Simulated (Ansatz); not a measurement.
The first iterations of a band of AlFH3NO (7 atoms, charge 0, multiplicity 1).

Theory: Ansatz 0.2.0, RKS PBE0-D4/def2-SVP.

```
movable images  : 5
climbing image  : yes
spring          : 5.0 eV/Å²
optimiser       : quadratic models (default)
start path      : through a guess of the saddle point
force threshold : 0.03 eV/Å
iteration limit : 59
end points      : relaxed
```

Image 0:

```xyz
7
Properties=species:S:1:pos:R:3
N -0.585 0.935 -0.528
Al -0.128 -0.622 0.150
O 1.384 -1.001 0.804
F -1.265 -1.829 0.154
H -1.502 1.131 -0.913
H 0.004 1.756 -0.596
H 2.153 -0.439 0.884
```

Image 6:

```xyz
7
Properties=species:S:1:pos:R:3
N -0.677 1.003 -0.583
Al -0.034 -0.465 0.130
O 1.560 -0.506 0.699
F -1.004 -1.812 0.239
H -1.616 1.108 -0.946
H -0.155 1.864 -0.687
H 1.988 -1.261 1.101
```

| iteration | highest image above the first end (eV) | largest band force component (eV/Å) |
| --- | --- | --- |
| 1 | 11.174 | 69.253 |
| 2 | 0.741 | 9.676 |
| 3 | 0.391 | 5.843 |
| 4 | 0.270 | 1.736 |
| 5 | 0.193 | 1.386 |
| 6 | 0.124 | 1.220 |
| 7 | 0.146 | 1.102 |
| 8 | 0.066 | 0.364 |
| 9 | 0.157 | 0.867 |
| 10 | 0.083 | 0.474 |
| 11 | 0.048 | 0.582 |
| 12 | 0.049 | 0.222 |
| 13 | 0.048 | 0.209 |
| 14 | 0.047 | 0.148 |
| 15 | 0.047 | 0.100 |
| 16 | 0.046 | 0.093 |
| 17 | 0.048 | 0.184 |
| 18 | 0.050 | 0.175 |
| 19 | 0.048 | 0.165 |

Question: Does the band converge within its limit, and where does its top end?

Answer: The run ended unconverged. It ended after 59 iterations with the highest image 0.046 eV above the first end. The band didn't meet its force threshold, so its energies are provisional: the largest band force was still 0.07 eV/Å, and over the last iterations the top stayed at 0.05 eV. Inner images lie below an end point, which means an intermediate or an end that isn't the lowest structure nearby.

Run time: 15 min on 1 thread of Intel(R) Xeon(R) Platinum 8259CL CPU @ 2.50GHz (Skylake/Cascade Lake), with other jobs on the host, peak memory 0.18 GiB.
